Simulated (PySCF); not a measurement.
Species: C7H11O (doublet state).
Cartesian coordinates in Å at the GFN2-xTB level; atoms count from 1:
```
atom  x, y, z in Å
O1     2.3067    1.8659   -0.3629
C2     1.8299    0.6565   -0.8031
C3     0.5603    0.1132   -0.3446
C4    -0.7642    0.7397   -0.8662
C5    -1.7742   -0.1618   -0.1274
C6    -0.7929   -1.0550    0.6324
C7     0.2126   -0.0295    1.1695
C8     0.2353   -1.3884   -0.4576
H9     1.6774    2.2330    0.2685
H10    2.4913    0.1472   -1.4757
H11   -0.8371    0.6606   -1.9496
H12   -0.8540    1.7903   -0.5907
H13   -2.4222    0.4000    0.5453
H14   -2.4001   -0.7333   -0.8122
H15   -1.2144   -1.8256    1.2728
H16    1.0219   -0.4739    1.7429
H17   -0.1898    0.8397    1.6875
H18    1.0468   -2.0216   -0.1095
H19   -0.1431   -1.7477   -1.4116
```

The hyperfine couplings belong to this conformer and change with its torsions.

Identity: `O[CH][C@]12CC[C@H](C1)C2` [radical].

Theory: PySCF 2.14.0, UKS B3LYP, pcH-1 on C H O, non-relativistic, mean-field spin-orbit, GIAO. The structure is a single GFN2-xTB conformer in the gas phase; no vibrational or solvent corrections. GFN2-xTB frequencies show an imaginary mode (99i cm⁻¹), so this geometry is no minimum at that level. The geometry wasn't refined by DFT: couplings that depend on bond lengths, twists or pyramidal angles can differ widely from those at the functional's own minimum. No stability test was run, so a lower SCF solution isn't excluded.

Problem. Where do the isotropic ENDOR lines of H10, H9, H11/H12, H15, H13/H14, H16/H18 and H17/H19 fall at 1215.0 mT, to first order?

Solution. For S = 1/2 in fast tumbling each set of equivalent nuclei gives two lines, ν± = |νn ± a/2| to first order, with νn = g_N μN B/h and μN/h = 7.62259 MHz/T.

```json
{"nuclei": "H10", "isotope": "1H", "g_N": "5.5857", "νn (MHz)": "51.73", "a_iso (MHz)": "-64.53", "lower line (MHz)": "19.46", "upper line (MHz)": "84.00"}
{"nuclei": "H9", "isotope": "1H", "g_N": "5.5857", "νn (MHz)": "51.73", "a_iso (MHz)": "-11.63", "lower line (MHz)": "45.92", "upper line (MHz)": "57.55"}
{"nuclei": "H11/H12", "isotope": "1H", "g_N": "5.5857", "νn (MHz)": "51.73", "a_iso (MHz)": "-4.20", "lower line (MHz)": "49.63", "upper line (MHz)": "53.83"}
{"nuclei": "H15", "isotope": "1H", "g_N": "5.5857", "νn (MHz)": "51.73", "a_iso (MHz)": "3.09", "lower line (MHz)": "50.19", "upper line (MHz)": "53.28"}
{"nuclei": "H13/H14", "isotope": "1H", "g_N": "5.5857", "νn (MHz)": "51.73", "a_iso (MHz)": "2.43", "lower line (MHz)": "50.52", "upper line (MHz)": "52.94"}
{"nuclei": "H16/H18", "isotope": "1H", "g_N": "5.5857", "νn (MHz)": "51.73", "a_iso (MHz)": "-2.36", "lower line (MHz)": "50.55", "upper line (MHz)": "52.91"}
{"nuclei": "H17/H19", "isotope": "1H", "g_N": "5.5857", "νn (MHz)": "51.73", "a_iso (MHz)": "-1.66", "lower line (MHz)": "50.90", "upper line (MHz)": "52.56"}
```

Problem. Which pairs are centred on the nuclear Larmor frequency, and which on half the coupling?

Solution. Centred on νn, since |a| < 2νn: H10, H9, H11/H12, H15, H13/H14, H16/H18 and H17/H19. No pair has |a| > 2νn.

Class means assume fast exchange of nuclei equivalent by connectivity; if that motion is slow, each nucleus keeps its own coupling.

The Mulliken spin populations are largest on C2 (+0.89) and O1 (+0.12). C2 is the only atom above +0.15. The angles at C2 add up to 360.0°, so it is planar; its axial dipolar tensor and the negative coupling of its proton fit spin in a p orbital normal to that plane.
